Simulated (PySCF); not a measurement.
# UHF on Tc³⁺ (technetium, charge +3)

Configuration: [Kr] 4d4, high-spin 5D determinant. All numbers are calculated (PySCF 2.14, the spin-free X2C one-electron Hamiltonian (Gaussian nucleus), in x2c-SVPall (6s5p5d1f, 53 functions)).

```json
{"Total energy": "-4280.862189 hartree", "One-electron energy": "-5857.9129 hartree", "Hartree (Coulomb) energy": "1703.9027 hartree", "Exchange energy": "-126.8519 hartree", "⟨S²⟩": "6.0018", "⟨L²⟩": "6.020", "Sum of ⟨r⟩": "23.55 bohr", "Sum of ⟨r²⟩": "26.06 bohr²", "Traceless quadrupole moment −½Σ⟨3z² − r²⟩ along its main axis": "-0.733 e·bohr²", "Langevin diamagnetic susceptibility": "-20.6 ×10⁻⁶ cm³/mol", "Time after the integrals": "0.26 s of wall time on 1 thread of Neoverse-V1 (shared host)"}
```

```tsv
shell	electrons	mean orbital energy (hartree)	spread (hartree)	rms radius, mean of both spins (bohr)
1s α	1	-778.50599	0	0.0394
1s β	1	-778.50586	0	0.0394
2s α	1	-114.84238	0	0.162
2s β	1	-114.80255	0	0.162
2p α	3	-102.71239	0.00096	0.144
2p β	3	-102.67328	0.01067	0.144
3s α	1	-22.17985	0	0.441
3s β	1	-22.15764	0	0.441
3p α	3	-18.07894	0.01471	0.447
3p β	3	-18.05236	0.02275	0.447
3d α	5	-11.44341	0.04340	0.435
3d β	5	-11.38470	0.02578	0.435
4s α	1	-4.52721	0	1.13
4s β	1	-4.28827	0	1.13
4p α	3	-3.31682	0.03945	1.24
4p β	3	-3.00821	0.06067	1.24
4d α	4	-1.58379	0.05044	1.63
```

Densities and radii are taken from the X2C orbitals without a picture-change correction, which distorts them close to the nucleus.
